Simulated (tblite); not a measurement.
C2H8Si, triplet, at the geometry of the source list (a higher spin typed on purpose: for a closed-shell molecule this is an excited state); GFN1-xTB run with tblite.

Input for tblite:
```
$ tblite run mol.xyz --method gfn1 --charge 0 --spin 2 --efield 0,0,0.1 --json tblite.json --no-restart

# file mol.xyz
11

Si     0.05110000    -0.57980000    -0.49790000
C      1.46950000     0.59420000    -0.03350000
C     -1.51350000    -0.09470000     0.46240000
H      0.42590000    -1.96030000    -0.16160000
H     -0.20990000    -0.48830000    -1.94100000
H      1.22740000     1.62610000    -0.27310000
H      2.37890000     0.33910000    -0.56950000
H      1.69260000     0.54890000     1.02900000
H     -2.34250000    -0.75140000     0.21540000
H     -1.82230000     0.92170000     0.23390000
H     -1.35710000    -0.15550000     1.53600000
```

It wrote (shortened):

```
xTB calculator
 | screened Coulomb repulsion
 | Coulomb electrostatics
 |  * isotropic Klopman-Ohno-Mataga-Nishimoto electrostatics
 |  * onsite third-order electrostatics
 | DFT-D3(BJ) dispersion correction
 | Interactions (1)
 | [1] electric field

halogen bonding energy    0.0000000000000E+00 Eh
repulsion energy          1.4221254082561E-01 Eh
dispersion energy        -2.9562344154589E-03 Eh
interaction energy        0.0000000000000E+00 Eh
number of electrons       2.0000000000000E+01 e
integral cutoff           2.8146159136829E+01 bohr

------------------------------------------------------------
  cycle        total energy    energy error   density error
------------------------------------------------------------
      1     -10.12909109953  -1.0268347E+01   3.3158028E-01
      2     -10.11316563642   1.5925463E-02   2.0398722E-01
      3     -9.939826358665   1.7333928E-01   1.5500654E-01
      4     -10.06627877164  -1.2645241E-01   8.7532744E-02
      5     -10.12137826331  -5.5099492E-02   3.8451564E-02
      6     -10.13245017004  -1.1071907E-02   1.9157095E-02
      7     -10.11002209104   2.2428079E-02   4.7367550E-02
      8     -10.12370348930  -1.3681398E-02   3.1100282E-02
      9     -10.13347639114  -9.7729018E-03   9.1040591E-03
     10     -10.13189376930   1.5826218E-03   1.7006935E-02
     11     -10.13392285352  -2.0290842E-03   1.9380968E-03
     12     -10.13371580202   2.0705149E-04   4.6535124E-03
     13     -10.13361114868   1.0465334E-04   6.3159352E-03
     14     -10.13385968246  -2.4853377E-04   2.9935572E-03
     15     -10.13391340103  -5.3718578E-05   1.3837170E-03
     16     -10.13392518170  -1.1780669E-05   3.3044163E-04
     17     -10.13392556618  -3.8447516E-07   9.0171997E-05
     18     -10.13392564825  -8.2073653E-08   1.4542677E-05
------------------------------------------------------------

electronic energy        -1.0273181954662E+01 Eh
total energy             -1.0133925648252E+01 Eh

Post processing:
 | Mayer-Wiberg bond orders

[Info] JSON dump of results written to 'tblite.json'
```
